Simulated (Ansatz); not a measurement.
# C2H7FGe: structure from calculated spectroscopic constants

These gas-phase data were calculated for one isomer of C2H7FGe at B3LYP-D3(BJ)/def2-SVP (harmonic, unscaled wavenumbers; equilibrium rotational constants with average atomic masses):

```
rotational constants            : 12.39, 2.537, 2.226 GHz
all wavenumbers above 1500 cm⁻¹ : 3111, 3102, 3093, 3050, 3024, 2133, 2126
```

Candidates:

(1) `FC[CH2][GeH3]`, a singlet
(2) `[CH3][GeH]([CH3])[F]`, a singlet
(3) `C[CH2][GeH2][F]`, a singlet

Problem. Which candidate do the data belong to?

Solution. Candidate (3). 2 modes lie between 1900 and 2250 cm⁻¹, one for each Ge–H bond, while (1) has 3, (2) has 1.

The same quantities for all candidates:

|  | rotational constants (GHz) | wavenumbers above 1500 cm⁻¹ | E above the lowest, B3LYP-D3(BJ)/def2-SVP (kcal/mol) |
| --- | --- | --- | --- |
| (1) | 10.23, 2.276, 1.999 | 3112, 3075, 3053, 3023, 2151, 2128, 2124 | 39.7 |
| (2) | 5.237, 4.729, 3.074 | 3148, 3148, 3138, 3137, 3042, 3041, 2122 | 0.0 |
| (3) | 12.39, 2.537, 2.226 | 3111, 3102, 3093, 3050, 3024, 2133, 2126 | 10.1 |

Each candidate is one conformer. Programs: Ansatz 0.2.0.
